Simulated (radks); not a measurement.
Values are calculated unless marked as measured or tabulated.
Q: The mean radii <r> (bohr) of the occupied orbitals of an atom or ion are listed with their occupations. Code: a radial shooting solver on a logarithmic mesh with Libxc functionals. Model: Dirac Kohn-Sham, PBE, spin-unpolarised, spherical densities, finite nucleus; Fermi nuclear charge, rms radius of each element as measured or else 0.836 A^(1/3) + 0.57 fm.

orbital  occ.      <r>
1s1/2       2  0.01899
2s1/2       2  0.07978
2p1/2       2  0.06612
2p3/2       4  0.07385
3s1/2       2   0.2082
3p1/2       2   0.1981
3p3/2       4   0.2124
3d3/2       4   0.1863
3d5/2       6   0.1908
4s1/2       2   0.4682
4p1/2       2   0.4746
4p3/2       4   0.5075
4d3/2       4   0.5286
4d5/2       6   0.5401
5s1/2       2    1.134
5p1/2       2    1.261
5p3/2       4    1.367
4f5/2       6   0.6693
4f7/2       8   0.6818
6s1/2       2    3.121
5d3/2       1    2.134

Name the element and its charge. Open shells, if any, fill j = l - 1/2 first.

A: Z = 72, hafnium, charge +1: Hf+ in [Xe] 4f14 5d1 6s2. The 1s radius gives Z: for a bare nucleus <r> = (2 gamma + 1)/(2Z) with gamma = sqrt(1 - (Z/c)^2), 0.01876 bohr for Z = 72, and screening makes it slightly larger (0.01899 here). The occupations add up to 71, and the charge is Z minus that.
